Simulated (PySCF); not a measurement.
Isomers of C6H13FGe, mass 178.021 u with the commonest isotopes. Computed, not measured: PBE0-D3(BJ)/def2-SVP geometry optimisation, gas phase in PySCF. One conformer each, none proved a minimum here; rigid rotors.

**Question.** Order these by rotational constant B, smallest first.
A. `[CH3:1][C@@H:2]1[CH2:3][CH2:4][C@H:5]([F:6])[CH2:7][GeH2:8]1` with C1–C2–C3–C4 178°, C2–C3–C4–C5 67°, C3–C4–C5–F6 54°, C4–C5–C7–Ge8 55°
B. `[CH3:1][C:2]1([CH3:3])[CH2:4][CH2:5][C@@H:6]([F:7])[GeH2:8]1` with C1–C2–C4–C5 -79°, C2–C4–C5–C6 -55°, C4–C5–C6–F7 -74°, C5–C6–Ge8–C2 -16°
C. `[CH3:1][CH:2]([CH3:3])[C@@H:4]1[GeH2:5][CH2:6][C@H:7]1[F:8]` with C1–C2–C4–Ge5 -62°, C2–C4–Ge5–C6 -143°, C4–Ge5–C6–C7 20°, Ge5–C6–C7–F8 -150°, C2–C4–C7–C6 155°
D. `[CH3:1][Ge@@H:2]1[CH2:3][CH2:4][CH2:5][CH2:6][C@H:7]1[F:8]` with C1–Ge2–C3–C4 -164°, Ge2–C3–C4–C5 55°, C3–C4–C5–C6 -67°, C4–C5–C6–C7 68°
E. `[CH3:1][C@@H:2]1[CH2:3][CH2:4][CH2:5][Ge@H:6]([F:7])[CH2:8]1` with C1–C2–C3–C4 169°, C2–C3–C4–C5 69°, C3–C4–C5–Ge6 -53°, C4–C5–Ge6–F7 154°
F. `[CH3:1][C@@H:2]1[CH2:3][CH2:4][CH2:5][Ge@@H:6]([F:7])[CH2:8]1` with C1–C2–C3–C4 169°, C2–C3–C4–C5 69°, C3–C4–C5–Ge6 -55°, C4–C5–Ge6–F7 -70°

**Answer.** E (1037 MHz), F (1102 MHz), C (1132 MHz), B (1267 MHz), A (1295 MHz), D (1388 MHz).

**Question.** Order these by dipole moment, smallest first.
A. `[CH3:1][C:2]1([CH3:3])[CH2:4][CH2:5][C@@H:6]([F:7])[GeH2:8]1` with C1–C2–C4–C5 -79°, C2–C4–C5–C6 -55°, C4–C5–C6–F7 -74°, C5–C6–Ge8–C2 -16°
B. `[CH3:1][CH:2]([CH3:3])[C@@H:4]1[GeH2:5][CH2:6][C@H:7]1[F:8]` with C1–C2–C4–Ge5 -62°, C2–C4–Ge5–C6 -143°, C4–Ge5–C6–C7 20°, Ge5–C6–C7–F8 -150°, C2–C4–C7–C6 155°
C. `[CH3:1][C@@H:2]1[CH2:3][CH2:4][CH2:5][Ge@@H:6]([F:7])[CH2:8]1` with C1–C2–C3–C4 169°, C2–C3–C4–C5 69°, C3–C4–C5–Ge6 -55°, C4–C5–Ge6–F7 -70°
D. `[CH3:1][C@@H:2]1[CH2:3][CH2:4][CH2:5][Ge@H:6]([F:7])[CH2:8]1` with C1–C2–C3–C4 169°, C2–C3–C4–C5 69°, C3–C4–C5–Ge6 -53°, C4–C5–Ge6–F7 154°
E. `[CH3:1][C@@H:2]1[CH2:3][CH2:4][C@H:5]([F:6])[CH2:7][GeH2:8]1` with C1–C2–C3–C4 178°, C2–C3–C4–C5 67°, C3–C4–C5–F6 54°, C4–C5–C7–Ge8 55°
F. `[CH3:1][Ge@@H:2]1[CH2:3][CH2:4][CH2:5][CH2:6][C@H:7]1[F:8]` with C1–Ge2–C3–C4 -164°, Ge2–C3–C4–C5 55°, C3–C4–C5–C6 -67°, C4–C5–C6–C7 68°

**Answer.** B (1.49 D), A (1.70 D), E (1.88 D), F (2.11 D), C (2.43 D), D (2.73 D).

**Question.** Order these by rotational constant A, largest first.
A. `[CH3:1][C@@H:2]1[CH2:3][CH2:4][C@H:5]([F:6])[CH2:7][GeH2:8]1` with C1–C2–C3–C4 178°, C2–C3–C4–C5 67°, C3–C4–C5–F6 54°, C4–C5–C7–Ge8 55°
B. `[CH3:1][C:2]1([CH3:3])[CH2:4][CH2:5][C@@H:6]([F:7])[GeH2:8]1` with C1–C2–C4–C5 -79°, C2–C4–C5–C6 -55°, C4–C5–C6–F7 -74°, C5–C6–Ge8–C2 -16°
C. `[CH3:1][C@@H:2]1[CH2:3][GeH2:4][CH2:5][C@H:6]([F:7])[CH2:8]1` with C1–C2–C3–Ge4 -179°, C2–C3–Ge4–C5 44°, C3–Ge4–C5–C6 -43°, Ge4–C5–C6–F7 177°
D. `[CH3:1][C@@H:2]1[CH2:3][CH2:4][CH2:5][Ge@H:6]([F:7])[CH2:8]1` with C1–C2–C3–C4 169°, C2–C3–C4–C5 69°, C3–C4–C5–Ge6 -53°, C4–C5–Ge6–F7 154°
E. `[CH3:1][C@@H:2]1[CH2:3][CH2:4][CH2:5][Ge@@H:6]([F:7])[CH2:8]1` with C1–C2–C3–C4 169°, C2–C3–C4–C5 69°, C3–C4–C5–Ge6 -55°, C4–C5–Ge6–F7 -70°
F. `[CH3:1][CH:2]([CH3:3])[C@@H:4]1[GeH2:5][CH2:6][C@H:7]1[F:8]` with C1–C2–C4–Ge5 -62°, C2–C4–Ge5–C6 -143°, C4–Ge5–C6–C7 20°, Ge5–C6–C7–F8 -150°, C2–C4–C7–C6 155°

**Answer.** D (2359 MHz), E (2159 MHz), B (1920 MHz), A (1855 MHz), F (1727 MHz), C (1495 MHz).

```json
{"SMILES": "C[C@@H]1CC[CH2][Ge@@H]([F])[CH2]1", "point group": "C1", "Ia (u·Å²)": "234.12", "Ib (u·Å²)": "458.68", "Ic (u·Å²)": "566.87", "κ": "-0.67", "μa (D)": "1.40", "μb (D)": "0.81", "μc (D)": "1.82"}
{"SMILES": "C[C@@H]1CC[CH2][Ge@H]([F])[CH2]1", "point group": "C1", "Ia (u·Å²)": "214.23", "Ib (u·Å²)": "487.56", "Ic (u·Å²)": "633.25", "κ": "-0.69", "μa (D)": "2.40", "μb (D)": "0.98", "μc (D)": "0.85"}
{"SMILES": "C[C]1(C)CC[C@@H](F)[GeH2]1", "point group": "C1", "Ia (u·Å²)": "263.23", "Ib (u·Å²)": "398.96", "Ic (u·Å²)": "493.04", "κ": "-0.46", "μa (D)": "1.17", "μb (D)": "0.33", "μc (D)": "1.18"}
{"SMILES": "C[C@@H]1CC[C@H](F)[CH2][GeH2]1", "point group": "C1", "Ia (u·Å²)": "272.41", "Ib (u·Å²)": "390.33", "Ic (u·Å²)": "554.76", "κ": "-0.19", "μa (D)": "0.01", "μb (D)": "0.52", "μc (D)": "1.81"}
{"SMILES": "C[C@@H]1[CH2][GeH2][CH2][C@H](F)C1", "point group": "C1", "Ia (u·Å²)": "338.10", "Ib (u·Å²)": "405.02", "Ic (u·Å²)": "704.74", "κ": "0.36", "μa (D)": "0.72", "μb (D)": "1.58", "μc (D)": "0.06"}
{"SMILES": "[CH3][Ge@@H]1[CH2]CCC[C@H]1F", "point group": "C1", "Ia (u·Å²)": "277.64", "Ib (u·Å²)": "364.11", "Ic (u·Å²)": "581.66", "κ": "0.09", "μa (D)": "0.62", "μb (D)": "1.79", "μc (D)": "0.93"}
{"SMILES": "CC(C)[C@@H]1[GeH2][CH2][C@H]1F", "point group": "C1", "Ia (u·Å²)": "292.60", "Ib (u·Å²)": "446.40", "Ic (u·Å²)": "702.44", "κ": "-0.18", "μa (D)": "0.68", "μb (D)": "1.27", "μc (D)": "0.34"}
```
